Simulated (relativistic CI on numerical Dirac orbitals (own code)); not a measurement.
# Ru12+: sensitivity of the levels to the model

Base calculation: Dirac-Coulomb-Breit CI, KLI orbitals optimised for each configuration, model QED (radiative potential, 1s self-energy scaled to tabulated hydrogen-like ionisation energies), unscaled Slater integrals.

CI space (outside the closed core [Ar] 3d10): 4s2.4p2, 4s.4p3, 4p4, 4s2.4p.4d, 4s.4p2.4d, 4s2.4p.4f, 4s.4p2.4f, 4p3.4d, 4s.4p.4d2, 4s2.4p.5s, 4s2.4d.4f, 4s2.4p.5p, 4s2.4d2, 4s.4d3, 4s.4d2.4f, 4p2.4d2, 4p.4d3, 4p.4d2.4f, 4p.4d2.5s, 4s2.4f2, 4s.4d.4f2, 4s.4f3, 4s2.4d.5s, 4s.4d2.5s, 4s.4d.4f.5s. Double excitations out of closed p, d and f shells are left out; levels of such configurations are missing from the list, as are those of other unlisted configurations, and high levels can miss mixing partners. These lack a partner that the ground configuration has and come out too high: 4s2.4p.5p.

The lowest level and the first level of each name with at least 55 % of one term (blank where a level has no safe partner in the second run):

```csv
Level,Base (cm⁻¹),Shift (cm⁻¹)
4s2.4p2 3P_0,0,0
4s2.4p2 3P_1,25164,-63
4s2.4p2 3P_2,36991,-70
4s2.4p2 1D_2,73582,-125
4s2.4p2 1S_0,109060,-110
4s.4p3 5S°_2,234990,+777
4s.4p3 3D°_1,293241,+741
4s.4p3 3D°_2,295142,+730
4s.4p3 3D°_3,305164,+704
4s.4p3 3P°_0,336181,+712
4s.4p3 3P°_1,339897,+699
4s.4p3 3P°_2,343794,+666
4s.4p3 1D°_2,381309,+552
4s.4p3 3S°_1,399921,+780
4s.4p3 1P°_1,440181,+669
4s2.4p.4d 3F°_2,445823,+28
4s2.4p.4d 3F°_3,460380,-24
4s2.4p.4d 3F°_4,483582,-78
4s2.4p.4d 3P°_0,521186,-13
4s2.4p.4d 3D°_3,529139,-6
4s2.4p.4d 3D°_2,531143,0
4s2.4p.4d 1F°_3,569426,-54
```

At this charge energies of transitions that change n are usually good to better than 1 %, and those within a shell (Δn = 0) to a few per cent.

Problem. One thing was changed in a second run, which moved the levels as shown. Which?
A. Breit term removed
B. configuration mixing switched off
C. QED terms removed
D. valence Slater integrals scaled by 0.9

Solution. C. QED terms removed. QED shifts follow the density of s (and p1/2) electrons at the nucleus, so configurations move by their count of such electrons; where none moves, the smaller shifts of p3/2 electrons and of j = l + 1/2 against j = l − 1/2 set the pattern.

LS names give the leading component of a level, which can be under half, so a name can repeat, a term be missing and a line seem to break the LS rules.
